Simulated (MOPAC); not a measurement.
A run for MOPAC: PM3 on C2H5Ga (SMILES C=[CH][GaH2]), a point of a bond scan (R = 1.087 Å).

```
PM3 1SCF PRECISE CHARGE=0 THREADS=1
C2H5Ga

Ga    -0.08715066 1     0.10104622 1     0.73305918 1
H     -0.76539925 1     1.51896569 1     0.78932898 1
H      0.22794711 1    -0.70697670 1     2.04227001 1
C      0.34544064 1    -0.60894069 1    -1.04139596 1
C      0.07372601 1     0.08545312 1    -2.14907111 1
H      0.81534456 1    -1.58265613 1    -1.15772427 1
H      0.30335678 1    -0.28540898 1    -3.14482241 1
H     -0.39457853 1     1.06456870 1    -2.11108447 1
```

It printed:

```
*******************************************************************************
 **                                                                           **
 **                              MOPAC v23.2.5                                **
 **                                                                           **
 *******************************************************************************
 ** MOPAC's Digital Object Identifier: https://doi.org/10.5281/zenodo.6511958 **
 **                                                                           **
 ** Please cite the open-source release paper for use of this MOPAC version:  **
 ** J. E. Moussa and J. J. P. Stewart (2026)                                  **
 ** MOPAC: An open-source semiempirical molecular orbital program             **
 ** J. Open Source Softw., 11(119), 8025, https://doi.org/10.21105/joss.08025 **
 *******************************************************************************

                              PM3 CALCULATION RESULTS

 *******************************************************************************
 *  PM3        - The PM3 Hamiltonian to be used
 *
 *
 *
 *                 CHARGE ON SYSTEM = 0
 *
 *
 *
 *  PRECISE    - TIGHTER CRITERIA TO BE USED
 *  1SCF       - DO 1 SCF AND THEN STOP
 *  THREADS=1  - MULTI-THREADING NOT USED
 *  T=         - A TIME OF 172800.0 SECONDS REQUESTED
 *  DUMP=N     - RESTART FILE WRITTEN EVERY 7200.0 SECONDS REQUESTED
 *******************************************************************************
PM3 1SCF PRECISE CHARGE=0 THREADS=1
 C2H5Ga

   ATOM   CHEMICAL          X               Y               Z
  NUMBER   SYMBOL      (ANGSTROMS)     (ANGSTROMS)     (ANGSTROMS)

     1      Ga         -0.08715066  *   0.10104622  *   0.73305918  *
     2       H         -0.76539925  *   1.51896569  *   0.78932898  *
     3       H          0.22794711  *  -0.70697670  *   2.04227001  *
     4       C          0.34544064  *  -0.60894069  *  -1.04139596  *
     5       C          0.07372601  *   0.08545312  *  -2.14907111  *
     6       H          0.81534456  *  -1.58265613  *  -1.15772427  *
     7       H          0.30335678  *  -0.28540898  *  -3.14482241  *
     8       H         -0.39457853  *   1.06456870  *  -2.11108447  *



          CARTESIAN COORDINATES

    NO.       ATOM           X           Y           Z

     1        Ga         -0.0872      0.1010      0.7331
     2         H         -0.7654      1.5190      0.7893
     3         H          0.2279     -0.7070      2.0423
     4         C          0.3454     -0.6089     -1.0414
     5         C          0.0737      0.0855     -2.1491
     6         H          0.8153     -1.5827     -1.1577
     7         H          0.3034     -0.2854     -3.1448
     8         H         -0.3946      1.0646     -2.1111

  H: (PM3): J. J. P. STEWART, J. COMP. CHEM. 10, 209 (1989).
  C: (PM3): J. J. P. STEWART, J. COMP. CHEM. 10, 209 (1989).
 Ga: (PM3): J. J. P. STEWART, J. COMP. CHEM. 12, 320-341 (1991).

           Empirical Formula: C2 H5 Ga  =     8 atoms



      MOLECULAR POINT GROUP   :   Cs


      RHF CALCULATION, NO. OF DOUBLY OCCUPIED LEVELS = 8


 -------------------------------------------------------------------------------
 PM3 1SCF PRECISE CHARGE=0 THREADS=1
 C2H5Ga



     1SCF WAS SPECIFIED, SO BFGS WAS NOT USED
     SCF FIELD WAS ACHIEVED


                              PM3 CALCULATION
                                                       MOPAC v23.2.5 Linux




          FINAL HEAT OF FORMATION =         85.15162 KCAL/MOL =     356.27439 KJ/MOL


          COSMO AREA              =        105.13 SQUARE ANGSTROMS
          COSMO VOLUME            =         88.79 CUBIC ANGSTROMS

          IONIZATION POTENTIAL    =         10.235332 EV
          HOMO LUMO ENERGIES (EV) =        -10.235 -3.057
          NO. OF FILLED LEVELS    =          8
          MOLECULAR WEIGHT        =         98.7965         POINT GROUP:  Cs

          MOLECULAR DIMENSIONS (Angstroms)

            Atom       Atom       Distance
            H     7    H     3     5.20474
            H     6    H     2     3.60256
            H     8    H     3     0.00000


          SCF CALCULATIONS        =          1





   ATOM   CHEMICAL          X               Y               Z
  NUMBER   SYMBOL      (ANGSTROMS)     (ANGSTROMS)     (ANGSTROMS)

     1      Ga         -0.08715066  *   0.10104622  *   0.73305918  *
     2       H         -0.76539925  *   1.51896569  *   0.78932898  *
     3       H          0.22794711  *  -0.70697670  *   2.04227001  *
     4       C          0.34544064  *  -0.60894069  *  -1.04139596  *
     5       C          0.07372601  *   0.08545312  *  -2.14907111  *
     6       H          0.81534456  *  -1.58265613  *  -1.15772427  *
     7       H          0.30335678  *  -0.28540898  *  -3.14482241  *
     8       H         -0.39457853  *   1.06456870  *  -2.11108447  *

                             CARTESIAN COORDINATES

   1   Ga       -0.087150660     0.101046220     0.733059180
   2    H       -0.765399250     1.518965690     0.789328980
   3    H        0.227947110    -0.706976700     2.042270010
   4    C        0.345440640    -0.608940690    -1.041395960
   5    C        0.073726010     0.085453120    -2.149071110
   6    H        0.815344560    -1.582656130    -1.157724270
   7    H        0.303356780    -0.285408980    -3.144822410
   8    H       -0.394578530     1.064568700    -2.111084470


           Empirical Formula: C2 H5 Ga  =     8 atoms



      MOLECULAR POINT GROUP   :   Cs


                  EIGENVALUES
 -33.24454 -20.81376 -17.53696 -15.88585 -14.04831 -11.20769 -11.13908 -10.23533
  -3.05704  -0.92952  -0.17856   0.50574   0.67442   3.32696   3.65236   4.75766
   5.09164


              NET ATOMIC CHARGES AND DIPOLE CONTRIBUTIONS

  ATOM NO.   TYPE          CHARGE      No. of ELECS.   s-Pop       p-Pop
    1         Ga           0.063232        2.9368     1.14857     1.78820
    2          H          -0.003624        1.0036     1.00362
    3          H           0.005531        0.9945     0.99447
    4          C          -0.262362        4.2624     1.25457     3.00779
    5          C          -0.061788        4.0618     1.19106     2.87073
    6          H           0.086953        0.9130     0.91305
    7          H           0.091955        0.9080     0.90804
    8          H           0.080103        0.9199     0.91990
 DIPOLE           X         Y         Z       TOTAL
 POINT-CHG.    -0.142     0.350    -0.471     0.604
 HYBRID         0.144    -0.224    -0.704     0.753
 SUM            0.002     0.126    -1.176     1.183


          ATOMIC ORBITAL ELECTRON POPULATIONS

     Atom    s        px        py        pz
    1 Ga   1.14857   0.27384   0.75293   0.76143
    2  H   1.00362
    3  H   0.99447
    4  C   1.25457   0.98081   1.00738   1.01960
    5  C   1.19106   0.91341   0.98088   0.97644
    6  H   0.91305
    7  H   0.90804
    8  H   0.91990

 **********************
 *                    *
 * JOB ENDED NORMALLY *
 *                    *
 **********************




 == MOPAC DONE ==
```

The run finished.

Cost: around 0.05 core-seconds (rough).
